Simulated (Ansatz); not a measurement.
`[SiH3]OB(Cl)Br` + H₂ → `ClBBr` + silanol at 600 K and 1 bar (hydrogenolysis of a B–O bond).

Program: Ansatz. Geometries: PBE0-D4/def2-TZVP. ΔE: electronic, gas phase. CCSD(T)/CBS is the MP2 limit (def2-TZVPP, def2-QZVPP) plus CCSD(T) − MP2 in def2-TZVPP, frozen cores. This one scheme is used for every species. For Br outer-core shells are correlated without core-valence functions, which leaves a few kJ/mol of doubt a bond. Scalar relativity is left out up to krypton. Each species was taken in one conformer, which may not be the lowest.

| species | CCSD(T)/CBS energy (Eh) | H − E (kJ/mol) | S (J/(mol·K)) |
| --- | --- | --- | --- |
| `[SiH3]OB(Cl)Br` | -3424.11513 | 153.0 | 450.3 |
| H₂ | -1.17544 | 43.9 | 150.8 |
| `ClBBr` | -3058.55678 | 67.7 | 326.4 |
| `O[SiH3]` | -366.69042 | 135.7 | 307.9 |

H − E and S are ideal-gas, rigid-rotor, harmonic terms from PBE0-D4/def2-TZVP, for one conformer and one mirror image of each species. The MP2-based limit puts H₂ 0.8 mEh under its directly extrapolated value; such offsets cancel only in part. 1 Eh = 2625.50 kJ/mol, R = 8.31446 J/(mol·K).

Problem. By hand: ΔE, ΔH, ΔS and ΔG.

Solution. ΔE = (-3058.55678) + (-366.69042) − (-3424.11513) − (-1.17544) = 0.04337 Eh = 113.9 kJ/mol. Δ(H − E) = 67.7 + 135.7 − 153.0 − 43.9 = 6.5, so ΔH = 120.4 kJ/mol. ΔS = 326.4 + 307.9 − 450.3 − 150.8 = 33.2 J/(mol·K). ΔG = 120.4 − 600 × (33.2)/1000 = 100.5 kJ/mol.

Problem. By hand: the equilibrium constant, and the temperature at which ΔG would vanish if ΔH and ΔS stayed fixed.

Solution. log₁₀ K = −ΔG/(RT ln 10) = -8.7. ΔG = 0 at ΔH/ΔS = 3627 K, far beyond where these terms or the molecules hold.

ΔH outweighs TΔS. A doubt of 5 kJ/mol in ΔE shifts log₁₀ K by 0.4 here. Other conformers and mirror images would add mixing entropy, several J/(mol·K) or more a flexible species. These are equilibria of isolated gas molecules and say nothing of rates. Largest T1 diagnostic: 0.011 (customary marks: 0.02 for closed shells, 0.045 for open ones).
